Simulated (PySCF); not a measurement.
Cartesian coordinates in Å; atom numbers follow the order of the lines, from 1:
```xyz
16

N     4.387    0.165   -0.461
C     3.365    0.532   -0.108
C     2.068    0.974    0.343
C     1.080   -0.151    0.255
N     0.028   -0.014   -0.409
C    -0.923   -1.079   -0.501
C    -2.287   -0.646   -0.061
C    -2.587    0.588    0.292
F    -3.828    0.927    0.681
H     2.161    1.302    1.383
H     1.729    1.808   -0.275
H     1.350   -1.072    0.793
H    -0.980   -1.368   -1.558
H    -0.618   -1.971    0.076
H    -3.045   -1.415   -0.044
H    -1.908    1.427    0.303
```

Geometry: GFN2-xTB; GIAO absolute shieldings from PySCF, gas phase, non-relativistic, averaged over equivalent atoms.

At WP04/cc-pVDZ (161 basis functions, of the order of 60 core-seconds):
| atoms | σ (ppm) |
| --- | --- |
| N5 | -85.3 |
| N1 | -1.7 |
| C4 | 40.7 |
| C8 | 41.6 |
| C7 | 80.9 |
| C2 | 86.5 |
| C6 | 130.7 |
| C3 | 162.2 |
| F9 | 311.0 |
| H12 | 24.48 |
| H16 | 25.54 |
| H15 | 26.79 |
| H13/H14 | 27.81 |
| H10/H11 | 28.93 |

Question: Predict the values at KT3/pcSseg-1 on the same geometry.

Answer: 
```
  atoms  σ at KT3/pcSseg-1  change
     N5              -88.2    -2.9
     N1              -17.4   -15.7
     C4               38.6    -2.1
     C8               34.8    -6.8
     C7               78.7    -2.2
     C2               78.8    -7.7
     C6              122.9    -7.8
     C3              156.8    -5.4
     F9              279.3   -31.7
    H12              24.11   -0.37
    H16              24.95   -0.59
    H15              26.29   -0.50
H13/H14              27.27   -0.54
H10/H11              28.48   -0.45
```

The largest change is at F9 (vinylic fluorine). Cost: 188 basis functions, about 100 core-seconds. The order of the carbon signals changes between the two levels.
